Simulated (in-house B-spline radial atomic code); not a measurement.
**How G0W0 and RPA depend on the start: Rb⁸⁺**

Configuration [Ar] 3d10 4s1, highest spin. Computed with an all-electron radial atomic-structure program (B-spline basis): all electrons, non-relativistic, point nucleus, each spin shell either full or empty, empty states to l = 9 with an (l + 1/2)⁻⁴ tail; G0W0 by contour deformation at full frequency.

Without relativity these are model numbers: it shifts the levels of so heavy an element strongly and can reorder them.

```
            start  mean-field 4s up (eV)  G0W0 (eV)  QP weight  RPA correlation (Eh)
     Hartree-Fock                -147.29    -149.03      0.987               -2.0404
         LDA VWN5                -142.09    -149.61      0.977                -2.195
              PBE                -141.59    -149.54      0.977               -2.1917
             PBE0                -143.19          ?          ?                     ?
           r2SCAN                -141.88    -149.46      0.978               -2.1633
            HSE06                -142.98    -149.43      0.980               -2.1526
  B3LYP (VWN-RPA)                -143.30    -149.45      0.980               -2.1597
             SCAN                -142.12    -149.45      0.978               -2.1619
             TPSS                -141.32    -149.55      0.978               -2.1834
        BHandHLYP                -145.02    -149.28      0.983               -2.1125
        CAM-B3LYP                -145.23    -149.39      0.982                -2.148
          LC-wPBE                -146.72    -149.38      0.984               -2.1559
            wB97X                -145.65          ?          ?                     ?
           PBEsol                -141.56    -149.56      0.977               -2.1926
             BLYP                -141.89    -149.58      0.977               -2.1931
          r2SCAN0                -143.46    -149.34      0.981               -2.1309
LDA exchange-only                -140.85    -149.65      0.978                -2.195
```

What G0W0 level, weight and RPA correlation energy follow from the wB97X start?

G0W0 level -149.28 eV, weight 0.984, RPA correlation -2.1427 hartree.

What G0W0 level, weight and RPA correlation energy follow from the PBE0 start?

G0W0 level -149.39 eV, weight 0.980, RPA correlation -2.1502 hartree.

How much of the dependence on the start does G0W0 remove?

The mean-field levels span 6.44 eV and the G0W0 levels 0.614 eV. Against 150.628 ± 0.025 eV (NIST, measured) the G0W0 removal energies are off by -1.60 to -0.98 eV, with relativity, Breit and QED terms left out.
